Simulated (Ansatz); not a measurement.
Ansatz results at the PBE0-D4/def2-TZVP geometry: size of the dipole moment (PBE/def2-TZVPP) 2.49 D; HOMO–LUMO gap (ωB97M-V/def2-TZVPP) 12.81 eV; HOMO energy (B3LYP/def2-TZVPP) -8.60 eV.

Each molecule was computed in one conformer, which needn't be the lowest.

Which molecule gave them?
A. `C1=C[Se]1`
B. `C=[C]([GeH3])[SeH]`
C. `[F][GeH2][CH2][SiH3]`
D. `C=C1C=C(F)S1`

C. The others give `C=[C]([GeH3])[SeH]`: 0.60, 10.15, -6.30; `C=C1C=C(F)S1`: 1.29, 9.92, -6.41; `C1=C[Se]1`: 2.12, 9.15, -5.34.

B3LYP here is the variant with VWN-RPA as its local correlation; programs differ in this.
